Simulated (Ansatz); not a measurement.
Q: Name a neutral molecule of C, Cl, Ge, Si and H with HOMO–LUMO gap (PBE0/def2-TZVPP) between 7.40 and 7.70 eV and HOMO energy (PBE/def2-TZVPP) between -6.80 and -6.50 eV (Ansatz, PBE0-D4/def2-TZVP geometry).

A: `C[CH2][GeH]([SiH3])[Cl]` (7.44 eV, -6.64 eV); `[CH3][GeH]([SiH3])[Cl]` (7.54 eV, -6.73 eV). Other molecules can fit too; these were computed, each in one conformer that needn't be the lowest.
